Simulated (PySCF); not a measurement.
C5H4FO2 (doublet state).
Structure used (GFN2-xTB), in Å, numbered top down from 1:
```xyz
12
C5H4FO2 angstrom
O     -0.0729    2.3208    0.1224
C     -0.0647    0.9591    0.0455
C     -1.2675    0.2576   -0.1612
C     -1.2722   -1.0936   -0.2381
O     -0.1204   -1.8696   -0.1227
C      1.0185   -1.1593    0.0708
F      2.0795   -1.9665    0.1643
C      1.1183    0.1807    0.1625
H      0.8246    2.6434    0.2604
H     -2.1888    0.8055   -0.2566
H     -2.1392   -1.7075   -0.3932
H      2.0860    0.6288    0.3197
```

The hyperfine couplings belong to this conformer and change with its torsions.

As a line formula: `O[C]1C=COC(F)=C1` [radical].

Level of theory: UKS B3LYP, pcH-1 on C F H O, non-relativistic, mean-field spin-orbit, GIAO (PySCF 2.14.0). Geometry: GFN2-xTB, one conformer, isolated molecule. A GFN2-xTB geometry isn't a minimum of the functional, and hyperfine couplings can be far from their values at a DFT geometry. The SCF solution wasn't tested for stability. ⟨S²⟩ is 0.776 where a pure state has 0.75.

Q: Break the g tensor into its mass correction, gauge correction and orbital-Zeeman/spin–orbit terms.

A: 
| Δg (ppm) | 1 | 2 | 3 |
| --- | --- | --- | --- |
| relativistic mass correction | -241 | -241 | -241 |
| gauge correction | -9 | 54 | 44 |
| orbital Zeeman/spin–orbit | -63 | 1950 | 2949 |
| total | -313 | 1763 | 2751 |

So g = 2.00201, 2.00408, 2.00507 and g_iso = 2.00372; the tensor is rhombic: the two nearest values differ by 32 % of g3 − g1. Axes: g1 is normal to the molecular plane and g3 points within 1° of the C2–C3 bond.

Q: How much does each term add to the isotropic shift?

A: The orbital-Zeeman/spin–orbit term 1612, the mass correction -241 and the gauge correction 30 ppm, for a total of 1400 ppm. The orbital-Zeeman/spin–orbit term is the largest in size. The mass correction is the same along every axis, so the anisotropy comes from the other two: their spans along these axes are 63 (gauge) and 3011 ppm (orbital Zeeman/spin–orbit).

Q: What effective moment and Curie constant follow for a powder?

A: With the mean of g² = 4.0149 and S(S+1) = 0.75: μ_eff = √(⟨g²⟩S(S+1)) = 1.735 μB and χT = 0.12505·⟨g²⟩·S(S+1) = 0.377 cm³ K/mol (cgs; spin-Hamiltonian part alone).

Q: In a frozen sample, at which fields do the three g values resonate at 9.5, 34, 94 and 263 GHz (hyperfine left aside), and which band first spreads them over more than twice a line width of 0.3 mT?

A: 
```csv
band,GHz,B(g3) mT,B(g2) mT,B(g1) mT,spread mT
X,9.5,338.52,338.69,339.04,0.52
Q,34.0,1211.54,1212.14,1213.39,1.85
W,94.0,3349.55,3351.20,3354.68,5.13
J,263.0,9371.62,9376.24,9385.96,14.34
```

The spread grows in proportion to the frequency. Q band is the first where it exceeds 0.6 mT.

Largest spin populations (Mulliken): C2 (+0.50), C4 (+0.42), C6 (+0.23) and C3 (-0.20). Three atoms exceed +0.15. The angles at C2 add up to 360.0°, so it is planar.

The HOMO–LUMO gaps are 3.04 eV among the α and 6.43 eV among the β orbitals.

Time: 41 s of wall time (with the writing of density and orbital grids); peak memory 0.87 GiB. Hardware: one thread, Intel Xeon at 2.60 GHz (x86_64), shared host with 128 logical CPUs at a one-minute load of 16.
